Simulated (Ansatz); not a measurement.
Input file for C2H3BCl2, SMILES `ClC1(Cl)BC1`:

```yaml
crystal:
  periodic: [false, false, false]
  atoms:
    - {symbol: Cl, position_ang: [0.879131, -0.970410, 1.805059]}
    - {symbol: C, position_ang: [-0.215631, -0.402843, 0.561587]}
    - {symbol: Cl, position_ang: [-1.796437, -1.158880, 0.576324]}
    - {symbol: B, position_ang: [-0.112832, 1.050883, 0.083070]}
    - {symbol: C, position_ang: [0.382458, -0.096137, -0.800147]}
    - {symbol: H, position_ang: [-0.304355, 2.196057, 0.298771]}
    - {symbol: H, position_ang: [1.450496, -0.268502, -0.910569]}
    - {symbol: H, position_ang: [-0.190729, -0.407268, -1.669994]}
basis:
  gaussian: {orbitals: def2-TZVPP}
correlation: {method: ccsd_t}
output: {orbitals: {seedname: orbitals}}
```

```sh
$ ansatz run in.yaml --threads 2 --pin off --events-out ev --progress --plain --max-ram 4352MiB
```

Log, shortened:

```
Functional definition: HF
1303 factors; integrals over basis functions are off by at most 1.5e-3 eV
mean field evaluation 1: about -27783.9508 eV, gradient 2.9e1 eV
mean field evaluation 2: about -27784.2237 eV, gradient 2.9e1 eV
mean field evaluation 4: about -27786.8387 eV, gradient 3.5e0 eV
mean field evaluation 8: about -27786.9035 eV, gradient 3.2e-1 eV
mean field evaluation 16: about -27786.9042 eV, gradient 2.1e-6 eV
mean field -27786.90420758 eV, -1021.1498949883 hartree, gradient 2.1e-6 eV, S^2 0.000000; 0 other end points of the search recorded, 0 dependent functions left out
13 core orbitals not correlated: weight in the atoms' cores, before any rotation towards them, 1.000 or more for the frozen orbitals, at most 0.000 for the correlated occupied ones
reference -27786.90420758 eV, -1021.1498949883 hartree; 14, 14 occupied and 192, 192 virtual orbitals, 1303 factors
second order -21.72411800 eV of doubles, -0.00000000 eV of singles
cycle   1  -22.40614391 eV  change   -6.8e-1 eV  update   9.9e-2
cycle   2  -22.95483232 eV  change   -5.5e-1 eV  update   2.8e-2
cycle   3  -23.05794704 eV  change   -1.0e-1 eV  update   1.4e-2
cycle   4  -23.04964887 eV  change    8.3e-3 eV  update   3.5e-3
cycle   5  -23.04876674 eV  change    8.8e-4 eV  update   1.9e-3
cycle   6  -23.04874611 eV  change    2.1e-5 eV  update   6.5e-4
cycle   7  -23.04851122 eV  change    2.3e-4 eV  update   3.2e-4
cycle   8  -23.04850850 eV  change    2.7e-6 eV  update   1.0e-4
cycle   9  -23.04853731 eV  change   -2.9e-5 eV  update   3.6e-5
cycle  10  -23.04852520 eV  change    1.2e-5 eV  update   1.5e-5
perturbative correction -1.06775391 eV, -0.0392392323 hartree
Total energy: -27811.02048668 eV, -1022.0361518989 hartree
```

It took 2.2 min on 2 threads of an Arm Neoverse V1 on a shared host, with 3.2 GiB of host memory at the peak.

Correlation energy per correlated electron: -0.861 eV. T1 diagnostic: 0.0109.
